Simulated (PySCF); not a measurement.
Compound: C7H4FNO.
Bonds: O1–C2 (double), C2–N3 (double), N3–C4, C4–C5 (aromatic), C5–C6 (aromatic), C6–C7 (aromatic), C7–F8, C7–C9 (aromatic), C9–C10 (aromatic), C4–C10 (aromatic). Hydrogens: H11 on C5; H12 on C6; H13 on C9; H14 on C10.

NICS is the negative of the GIAO shielding at a point without a nucleus: at the ring centre (0) and 1 Å above and below it (1); zz is the component along the ring normal. Level: GIAO PBE/pcSseg-1 (PySCF, non-relativistic, gas phase) on the PBE0-D3(BJ)/def2-SVP geometry, one conformer.

Ring bond lengths (Å): C4–C5 1.400, C5–C6 1.390, C6–C7 1.390, C7–C9 1.390, C9–C10 1.390, C10–C4 1.402.

What do the NICS probes read (ppm)?

```json
{"ring": "C4–C5–C6–C7–C9–C10", "type": "6-membered carbocycle; formal bonds all aromatic", "NICS(0)": "-9.8", "NICS(1), two faces": "-10.3 / -10.3", "NICS(1)zz, two faces": "-24.6 / -24.5", "rms pucker (Å)": "0.00", "centre to ring atoms, mean (Å)": "1.39"}
```

What can be read from them?

- C4–C5–C6–C7–C9–C10: mean NICS(1)zz -24.5 ppm, shielded. For a flat ring without four-coordinate atoms the NICS criterion counts such a value as aromatic.

How equal are the bonds by HOMA? HOMA takes Krygowski's 1993 parameters.

- C4–C5–C6–C7–C9–C10: HOMA 0.98 = 1 − EN − GEO, with mean bond length 1.394 Å, EN = α(Ropt − mean)² = 0.009 and GEO = α × variance = 0.007. The geometric and the magnetic index point the same way.

At the first NICS(1) probe listed for ring C4–C5–C6–C7–C9–C10, 1 Å off the ring, what do the in-plane components average?

The isotropic value is a third of the trace: (3 × -10.3 − (-24.6))/2 = -3.2 ppm.

How do the values depend on the level or the medium?

```
             level  NICS(0), C4–C5–C6–C7–C9–C10  mean NICS(1)zz, C4–C5–C6–C7–C9–C10
 PBE/pcSseg-1, gas                         -9.8                               -24.5
PBE0/pcSseg-1, gas                        -10.6                               -26.1
```

The geometry is the same throughout.

The values belong to the conformer `[O:1]=[C:2]=[N:3][c:4]1[cH:5][cH:6][c:7]([F:8])[cH:9][cH:10]1`: C2–N3–C4–C5 180°.
